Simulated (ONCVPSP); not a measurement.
# Varying the ONCV potential for copper (Cu)

Base potential:

copper, optimised norm-conserving Vanderbilt (ONCV), made with ONCVPSP 4.0.1 (PBE, scalar-relativistic). Core [Ne], reference 3s2 3p6 3d9 4s2. Waves: 3s+4s: rc 0.95 bohr, ncon 4, nbas 8, qcut 9.7 1/bohr, 3 projectors, debl 1.2 Ha; 3p: rc 0.65 bohr, ncon 4, nbas 7, qcut 15.2 1/bohr, 2 projectors, debl 3.2 Ha; 3d: rc 1.35 bohr, ncon 4, nbas 8, qcut 10 1/bohr, 3 projectors, debl 2.9 Ha. Local part: polynomial inside 0.50 bohr (lpopt 2, dvloc0 0 Ha). Core correction: Teter function, fcfact 4.5, rcfact 1.1.

Cutoffs, loose and tight: the cutoffs (Ha) at which the residual kinetic energy of the hardest occupied pseudo-wave falls to 1 and 0.1 mHa per electron. They do not see the model core or the augmentation charge, which bear on the density cutoff. Test errors are all-electron minus pseudo excitation energies from the reference, over the configurations 3s2 3p6 3d10 4s1; 3s2 3p6 3d10 4s0; 3s2 3p6 3d9 4s0; 3s2 3p5 3d10 4s1. A dash means not determined; rows that change the core or the reference have their own tests.

A true bound ghost makes a file unfit for plane-wave use even where its test errors are small: the radial tests pick states by their node count and pass the ghost by.

```tsv
change	outcome	cutoff, loose	cutoff, tight	bound ghosts	GHOST(+) flags above zero	largest test error (meV)
base	generated	95 Ha	179 Ha	s	s	-120
core correction Teter function, fcfact 1.5, rcfact 1.1	generated	95 Ha	179 Ha	s	s	-118
core correction Teter function, fcfact 2.4, rcfact 1.1	generated	95 Ha	179 Ha	s	s	-119
core correction Teter function, fcfact 2.9, rcfact 1.1	generated	95 Ha	179 Ha	s	s	-119
core correction Teter function, fcfact 3.8, rcfact 1.1	generated	95 Ha	179 Ha	s	s	-120
core correction Teter function, fcfact 4.4, rcfact 1.1	generated	95 Ha	179 Ha	s	s	-120
core correction Teter function, fcfact 5.3, rcfact 1.1	generated	95 Ha	179 Ha	s	s	-121
core correction Teter function, fcfact 5.9, rcfact 1.1	generated	95 Ha	179 Ha	s	s	-121
core correction Teter function, fcfact 6.9, rcfact 1.1	generated	95 Ha	179 Ha	s	s	-121
core correction Teter function, fcfact 7.7, rcfact 1.1	generated	95 Ha	179 Ha	s	s	-122
```

Reading the sweep of the fcfact (base included, trends over the rows without a ghost): Bound ghosts are found at 1.5, 2.4, 2.9, 3.8, 4.4, 4.5, 5.3, 5.9, 6.9, 7.7. Every judged row has one, so this setting neither creates nor removes them.
